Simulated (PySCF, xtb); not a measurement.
FGeH7Si2, SMILES F[SiH2][SiH2][GeH3]. One conformer was computed; it need not be the lowest.

Harmonic wavenumbers (cm⁻¹) from GFN2-xTB (xtb) at its own minimum, in rising order: 17, 21, 78, 146, 304, 342, 353, 379, 437, 476, 575, 589, 622, 721, 782, 796, 812, 844, 898, 899, 1926, 2013, 2021, 2181, 2189, 2262, 2282.

Q: What does r2SCAN-D4/def2-SVP (PySCF 2.14.0) give at its own minimum? (Estimate from the structure and the level; the computed values follow.)

A: 44, 65, 76, 167, 310, 351, 389, 416, 483, 562, 667, 682, 747, 796, 849, 884, 888, 890, 924, 946, 2142, 2152, 2154, 2204, 2212, 2218, 2228. Paired by order, the mean absolute difference is 62 cm⁻¹ and the zero-point energies are 35.7 and 37.8 kcal/mol.
